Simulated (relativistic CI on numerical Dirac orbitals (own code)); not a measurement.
# Sc3+ in a cubic cluster: 2p photoemission with charge transfer

Computed with a charge-transfer multiplet model of a cubic metal-ligand cluster with up to 2 ligand holes, Slater and spin-orbit integrals from Dirac-Coulomb-Breit ions, Slater integrals scaled by 0.7. The ground state mixes d0 with configurations of k ligand holes L, whose averages lie at kΔ + k(k − 1)U_dd/2; a core hole lowers each added d electron by U_cd. 20 K, Lorentzian 0.6 eV and Gaussian 0.8 eV FWHM.

Atomic integrals in eV (Slater integrals scaled, ζ unscaled), ground: F2dd 4.121, F4dd 2.525, zeta_d 0.005; with the core hole: F2dd 4.121, F4dd 2.525, zeta_d 0.020, zeta_core 3.003, F2cd 3.598, G1cd 2.586, G3cd 1.465. Where a configuration has fewer than two d electrons, the dd integrals are those of d2.

Cluster parameters (eV): U_dd = 4.4, U_cd = 5.3, 10Dq = 0.4, 10Dq(ligand) = 0.4, V(eg) = 3.15, V(t2g) = -1.72, final-state hopping factor = 0.9.

```csv
Case,n_d,d0,d1L,d2L2,S
Δ = 4.3 eV,0.67,0.43,0.46,0.11,0.00
Δ = 5.3 eV,0.61,0.48,0.43,0.09,0.00
Δ = 6.3 eV,0.54,0.53,0.40,0.07,0.00
```

Weights, n_d and S are thermal averages at 20 K. Binding energies count from the first peak over 30 % of the highest in each spectrum, which can be another peak from case to case. The parameters are a model scan and need not match a compound or its usual spin state. Peaks in eV (height, largest 100):
- Δ = 4.3 eV: 0.0 (100), 4.3 (41), 12.0 (7)
- Δ = 5.3 eV: 0.0 (100), 4.3 (44), 11.7 (7)
- Δ = 6.3 eV: 0.0 (100), 4.4 (47), 11.5 (7)

A d0 ion has no d-d gap: its lowest excitations are ligand-to-metal charge transfer. With the core hole the configuration with one ligand hole lies at Δ − U_cd = -1.0, 0.0, 1.0 eV from the one without, in the order of the table; where this is negative the screened configuration lies lower, though the effective hopping of about 6.5 eV (from the holes of the mixed ground state) mixes the two strongly wherever it is as large as the gap.

With at most 2 ligand holes the space is cut while the next configuration still counts, so covalency is underestimated, and a final configuration with one more ligand hole, which can lie low, is missing from the spectra.
